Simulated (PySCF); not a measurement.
# Phosphorus: a sound run and one with changed settings

Sound run: P²⁺ [Ne] 3s2 3p1, P³⁺ [Ne] 3s2. Calculation: PySCF 2.14, in x2c-SVPall (4s3p1d, 18 functions); scalar relativity by spin-free X2C-1e. The sound run starts from symmetry-adapted Hartree-Fock orbitals and uses a fine grid where one is needed.

Changed run: 26 angular points. This setting is unsound on purpose.

```tsv
species	method	sound run (hartree)	changed run (hartree)	converged
P²⁺	UHF	-340.33331	-340.33331	yes
P²⁺	LDA	-339.55815	-339.55830	yes
P²⁺	TPSS	-340.86736	-340.86746	yes
P³⁺	UHF	-339.24906	-339.24906	yes
P³⁺	LDA	-338.44979	-338.44979	yes
P³⁺	TPSS	-339.75258	-339.75258	yes
```

Ionisation energy of P²⁺:

```csv
method,sound run (eV),changed run (eV)
UHF,29.504,29.504
LDA,30.160,30.164
TPSS,30.335,30.337
```

A coarse angular grid integrates products of high-l functions wrongly, so density functionals can shift, and the SCF can exploit the error; Hartree-Fock and MP2 need no grid.

For comparison, NIST gives 30.203 eV between the lowest levels.
